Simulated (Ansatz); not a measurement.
Cartesian coordinates in Å:
```
C 1.6301 0.2706 -1.6354
C 1.0707 -0.4430 -0.6679
C 0.8517 0.0401 0.7306
C -0.6104 0.2957 1.0566
B -1.6167 0.7306 -0.0079
C -1.7292 -0.6623 0.6047
H 1.9898 1.2796 -1.4573
H 1.7519 -0.1259 -2.6367
H 0.7292 -1.4513 -0.8937
H 1.2583 -0.6991 1.4331
H 1.4121 0.9682 0.8790
H -0.7606 0.6819 2.0640
H -1.9975 1.5269 -0.7974
H -1.4795 -1.5252 -0.0080
H -2.5000 -0.8870 1.3363
```

Total charge 0; spin multiplicity 1.

Problem. List the r2SCAN/def2-TZVPP orbital energies in eV (the Gaussian-basis code of Ansatz). (Estimate.)

Solution. Computed: Occupied: -273.22, -273.20, -272.88, -272.87, -272.60, -180.50, -21.46, -20.09, -17.90, -15.12, -13.98, -12.54, -11.94, -11.25, -10.96, -10.34, -9.75, -9.20, -8.35, -6.81, -6.64, -6.07. Lowest empty: -1.87, -0.60, 1.50, 1.58, 2.08, 2.44, 2.84, 3.03.
